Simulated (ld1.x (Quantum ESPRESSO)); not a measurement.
**Pseudopotential generation for molybdenum (Mo): ultrasoft, PBE, scalar-relativistic.**

```
Element                 : Mo
Generator               : ld1.x (Quantum ESPRESSO) 7.5
Type                    : ultrasoft
Functional              : PBE
Relativity              : scalar-relativistic
Frozen core             : [Ar] 3d10
Valence charge          : 14
Reference configuration : 4s2 4p6 4d5 5s1 5p0
Partial waves           : 4s (bound): rcut 1.65, rcutus 1.95 bohr; 5s (bound): rcut 1.65, rcutus 1.95 bohr; 4p (bound): rcut 1.65, rcutus 1.90 bohr; 5p (bound, empty): rcut 1.65, rcutus 1.90 bohr; 4d (bound): rcut 1.65, rcutus 2.25 bohr; 4d channel at 0.25 Ry: rcut 1.65, rcutus 2.25 bohr
Local potential         : all-electron potential smoothed inside 2.15 bohr (lloc = -2)
Core correction         : a·sin(br)/r model core inside 1.55 bohr
Augmentation charge     : PSQ, inside the norm-conserving radii
```

Poles of the logarithmic derivatives, all-electron (AE) and pseudo (PS). s: poles at -4.7, 3.7 (AE) and -4.7, 3.6 (PS) Ry. p: poles at -2.7 (AE) and -2.7 (PS) Ry. d: poles at 0.4 (AE) and 0.4 (PS) Ry. Test radius 2.44 bohr.

* Cutoffs needed: 25 Ry and 40 Ry (the cutoffs (Ry, on a coarse ladder) from which the occupation-weighted sum of valence levels, in a spherical-Bessel basis at the reference potential, stays within 10 and 1 mRy of its value at 400 Ry)
* Ghost test: no extra level below or beside the all-electron valence levels (s, p, d, f tested) (spherical-Bessel basis up to 400 Ry, 20 bohr box)
* Largest excitation error: -32 meV (all-electron minus pseudo) for 4s2 4p5 4d5 5s1 5p0, out of 7 test configurations
* Lowest eigenvalue of the overlap operator: 0.09 (s channel)
* Density cutoff estimated by the generator: 146 Ry
